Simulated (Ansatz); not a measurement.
Ansatz (a program for electronic structure) input:

Ansatz 0.2 input:
```yaml
crystal:
  periodic: [false, false, false]
  atoms:
    - {symbol: Sn, position_ang: [-0.00000000, -0.00000000, -0.94972023]}
    - {symbol: Se, position_ang: [0.00000000, 0.00000000, 1.39664740]}
basis:
  gaussian:
    orbitals: def2-TZVPD
hamiltonian:
  xc: {name: r2SCAN}
total_charge: 1
magnetization: {spin_polarized: true, initial_magnetization: 1}
```

Which total energy does the run end on?

-2615.64593 Eh (r2SCAN/def2-TZVPD). The basis has 113 functions.

This state (charge 1, doublet) is run at the relaxed geometry of the species with charge 0 and multiplicity 1.
